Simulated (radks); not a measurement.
Trend from B3+ to Tl3+: ionisation energy by Delta-SCF between NIST ground configurations, and size. Calculated with a radial shooting solver on a logarithmic mesh with Libxc functionals: scalar-relativistic Kohn-Sham, r2SCAN, spin-polarised, spherical densities, finite nucleus; open shells are filled with parallel spins first (spin-orbit coupling, left out, can overturn this in heavy ions); meta-GGA in the generalised Kohn-Sham scheme; Fermi nuclear charge, rms radius of each element as measured or else 0.836 A^(1/3) + 0.57 fm.

species   configuration  IE (eV)  NIST (eV)    kind  -e(HOMO) (eV)  outermost  <r> outermost (bohr)
B3+                [He]   259.48     259.37  theory    234.41 (1s)         1s                 0.325
Al3+               [Ne]   121.62     119.99    exp.    105.74 (2p)         2s                 0.621
Ga3+          [Ar] 3d10   63.881      63.24    exp.    52.875 (3d)         3d                 0.784
In3+          [Kr] 4d10   56.556      55.45    exp.    48.332 (4d)         4d                  1.15
Tl3+     [Xe] 4f14 5d10   51.925      51.14    exp.    44.696 (5d)         5d                  1.33

Reference values: NIST Atomic Spectra Database (exp. = measured, semi-emp. = semi-empirical, theory = theoretical value adopted there). Open shells are spherical and high-spin; term and fine-structure splittings are not resolved. Spin-orbit splitting is averaged out at the scalar-relativistic level.
